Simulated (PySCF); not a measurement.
SMILES [PbH2]([BH2])[B](F)F, B2F2H4Pb: coupling constants with relativity

Cartesian coordinates in Å; atom numbers follow the order of the lines, from 1:
```xyz
9

B     1.8813    0.0871    0.7547
Pb    0.1294   -0.4165   -0.6223
B    -1.8945    0.4780    0.0556
F    -2.7639    0.9220   -0.8253
F    -2.2358    0.5649    1.3241
H     1.9786   -0.4686    1.8201
H     2.6975    0.9120    0.4266
H     0.3888    0.0699   -2.2991
H    -0.1254   -2.1663   -0.6671
```

Method: indirect couplings at PBE0/pcJ-1 (dyall-v2z on Pb), isolated molecule, finite nuclei, structure from PBE0-D3(BJ)/def2-SVP; PySCF integrals, density fitting.

Non-relativistic values:
```
     coupling        atoms  J (Hz)
1J(207Pb,11B)     Pb2 – B1   463.5
1J(207Pb,11B)     Pb2 – B3   731.5
 1J(207Pb,1H)  Pb2 – H8/H9  1118.3
2J(207Pb,19F)  Pb2 – F4/F5   427.8
 2J(207Pb,1H)  Pb2 – H6/H7    49.0
```

What do two-component X2C with spin–orbit coupling give?

Answers


```csv
coupling,atoms,with spin–orbit (Hz)
"1J(207Pb,11B)",Pb2 – B1,742.7
"1J(207Pb,11B)",Pb2 – B3,1151.1
"1J(207Pb,1H)",Pb2 – H8/H9,2027.8
"2J(207Pb,19F)",Pb2 – F4/F5,651.0
"2J(207Pb,1H)",Pb2 – H6/H7,191.5
```

The largest listed coupling, 1J(207Pb,1H), ends at 1.81 times its non-relativistic value. Equivalent partners are averaged, as under fast rotation.
